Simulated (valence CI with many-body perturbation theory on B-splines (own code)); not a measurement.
**Energy levels of Hg XLVIII**

Level of theory: relativistic CI+MBPT: five valence electrons over a frozen Dirac-Fock core [Ar] 3d10, radial functions for each j: 9 s, 9 p, 8 d, 6 f, 3 g, 1 h, with the one-electron correlation potential Σ1, the two-electron term Σ2, the three-electron term Σ3, Breit, model QED; selected CI, second order for the rest (own B-spline code, finite nucleus).

The last digits are not significant, and no measured levels were compared; by estimate large intervals hold to a few tenths of a per cent, small ones and those within an open d or f shell to about a per cent. Among the levels kept, up to 370 cm⁻¹ of a level comes from second order outside the variational space, and about a tenth of that is noise between levels of different J, which matters for small intervals.

Levels 1 to 45 of 54, with energies above the lowest level, (4s^2 4p1/2^2 4p3/2) J=3/2. "Leading %" is the weight of the configuration and term that name the level; weights of strongly mixed levels are sums over their largest components and can fall short. In the jj column 3d3/2^4 stands for four electrons in 3d with j = 3/2. Lifetimes count E1, E2, E3, M1 and M2 decay at the calculated energies, and are blank where another channel may lead or the interval is too uncertain; long ones can be off by a factor of two.

```
No.  Configuration  Term    J  E (eV)  Leading %      g  Lifetime                     Leading jj
  1        4s2 4p3   2P°  3/2    0.00         47  1.353                4s^2 4p1/2^2 4p3/2 (99 %)
  2        4s2 4p3   4S°  3/2  138.03         55  1.458   38.6 ns      4s^2 4p1/2 4p3/2^2 (99 %)
  3        4s2 4p3   2D°  5/2  144.12         99  1.194    175 ns      4s^2 4p1/2 4p3/2^2 (99 %)
  4        4s2 4p3   2P°  1/2  151.83         99  0.657   60.7 ns      4s^2 4p1/2 4p3/2^2 (99 %)
  5     4s2 4p2 4d    2D  3/2  175.60         40  0.784   44.0 ps      4s^2 4p1/2^2 4d3/2 (98 %)
  6     4s2 4p2 4d    2D  5/2  213.05         31  1.215   3.66 ps      4s^2 4p1/2^2 4d5/2 (94 %)
  7         4s 4p4    4P  5/2  252.89         66  1.460   3.40 ps      4s 4p1/2^2 4p3/2^2 (92 %)
  8         4s 4p4    2S  1/2  269.02         59  2.082   2.04 ps      4s 4p1/2^2 4p3/2^2 (93 %)
  9         4s 4p4    2P  3/2  271.02         41  1.175   1.07 ps      4s 4p1/2^2 4p3/2^2 (89 %)
 10        4s2 4p3   2P°  3/2  290.98         51  1.308   17.9 ns            4s^2 4p3/2^3 (98 %)
 11     4s2 4p2 4d    2F  5/2  312.74         46  0.960   67.9 ps  4s^2 4p1/2 4p3/2 4d3/2 (98 %)
 12     4s2 4p2 4d    4F  3/2  313.37         38  0.907   8.81 ps  4s^2 4p1/2 4p3/2 4d3/2 (97 %)
 13     4s2 4p2 4d    4D  1/2  313.55         80  0.195   63.7 ps  4s^2 4p1/2 4p3/2 4d3/2 (98 %)
 14     4s2 4p2 4d    2G  7/2  318.94         50  1.036    769 ps  4s^2 4p1/2 4p3/2 4d3/2 (97 %)
 15     4s2 4p2 4d    2D  5/2  335.30         35  1.184    402 fs  4s^2 4p1/2 4p3/2 4d3/2 (91 %)
 16     4s2 4p2 4d    2D  3/2  337.01         34  1.197    308 fs  4s^2 4p1/2 4p3/2 4d3/2 (90 %)
 17     4s2 4p2 4d    2P  1/2  338.08         37  1.707    374 fs  4s^2 4p1/2 4p3/2 4d3/2 (94 %)
 18     4s2 4p2 4d    4D  7/2  343.28         48  1.309    941 ps  4s^2 4p1/2 4p3/2 4d5/2 (99 %)
 19     4s2 4p2 4d    2P  3/2  348.68         44  1.380   5.97 ps  4s^2 4p1/2 4p3/2 4d5/2 (92 %)
 20     4s2 4p2 4d    2G  9/2  350.14         62  1.190   1.35 μs  4s^2 4p1/2 4p3/2 4d5/2 (99 %)
 21     4s2 4p2 4d    2D  5/2  351.38         33  1.135   5.11 ps  4s^2 4p1/2 4p3/2 4d5/2 (92 %)
 22     4s2 4p2 4d    2D  5/2  364.94         38  1.260    937 fs  4s^2 4p1/2 4p3/2 4d5/2 (92 %)
 23     4s2 4p2 4d    2F  7/2  365.25         57  1.121   1.47 ps  4s^2 4p1/2 4p3/2 4d5/2 (94 %)
 24     4s2 4p2 4d    2D  3/2  368.02         60  0.934   2.15 ps  4s^2 4p1/2 4p3/2 4d5/2 (95 %)
 25     4s2 4p2 4d    2P  1/2  369.56         54  1.230   1.65 ps  4s^2 4p1/2 4p3/2 4d5/2 (94 %)
 26         4s 4p4    4P  3/2  398.32         70  1.512   1.16 ps        4s 4p1/2 4p3/2^3 (88 %)
 27     4s2 4p2 4f   2F°  5/2  407.34         35  0.850   6.01 ps      4s^2 4p1/2^2 4f5/2 (90 %)
 28         4s 4p4    2D  5/2  407.39         66  1.294   1.17 ps        4s 4p1/2 4p3/2^3 (89 %)
 29     4s2 4p2 4f   2F°  7/2  417.86         24  1.153   7.26 ps      4s^2 4p1/2^2 4f7/2 (80 %)
 30         4s 4p4    2P  1/2  418.97         56  1.352    561 fs        4s 4p1/2 4p3/2^3 (88 %)
 31         4s 4p4    2P  3/2  420.06         46  1.090    588 fs        4s 4p1/2 4p3/2^3 (89 %)
 32      4s 4p3 4d   4D°  5/2  424.91         29  1.278   18.3 ps  4s 4p1/2^2 4p3/2 4d3/2 (94 %)
 33      4s 4p3 4d   4D°  3/2  425.55         26  1.302   11.0 ps  4s 4p1/2^2 4p3/2 4d3/2 (96 %)
 34      4s 4p3 4d   4P°  1/2  425.71         45  2.440   22.7 ps  4s 4p1/2^2 4p3/2 4d3/2 (96 %)
 35      4s 4p3 4d   4F°  7/2  431.96         19  1.271   10.1 ps  4s 4p1/2^2 4p3/2 4d3/2 (73 %)
 36      4s 4p3 4d   2D°  3/2  440.09         28  0.997   2.03 ps  4s 4p1/2^2 4p3/2 4d3/2 (85 %)
 37      4s 4p3 4d   4D°  1/2  448.40         48  0.548   1.14 ps  4s 4p1/2^2 4p3/2 4d3/2 (94 %)
 38      4s 4p3 4d   2F°  5/2  450.04         31  0.912    806 fs  4s 4p1/2^2 4p3/2 4d3/2 (87 %)
 39      4s 4p3 4d   4F°  9/2  454.39         48  1.357   33.8 ps  4s 4p1/2^2 4p3/2 4d5/2 (97 %)
 40      4s 4p3 4d   4D°  5/2  464.47         31  1.385   2.46 ps  4s 4p1/2^2 4p3/2 4d5/2 (95 %)
 41      4s 4p3 4d   2D°  3/2  470.57         31  1.147   3.20 ps  4s 4p1/2^2 4p3/2 4d5/2 (84 %)
 42      4s 4p3 4d   2F°  7/2  471.45         34  1.233   2.32 ps  4s 4p1/2^2 4p3/2 4d5/2 (86 %)
 43     4s2 4p2 4d    2D  3/2  472.50         32  1.186    391 fs      4s^2 4p3/2^2 4d3/2 (91 %)
 44     4s2 4p2 4d    2D  5/2  473.39         26  1.182    475 fs      4s^2 4p3/2^2 4d3/2 (91 %)
 45     4s2 4p2 4d    4P  1/2  473.58         44  1.614    425 fs      4s^2 4p3/2^2 4d3/2 (91 %)
```

The ionisation energy to 4s2 4p2 3P_0 of the next ion comes out as 2540.5 eV (NIST: 2539 ± 4 eV (theoretical)). All 54 levels together are meant to be complete up to 494.29 eV.
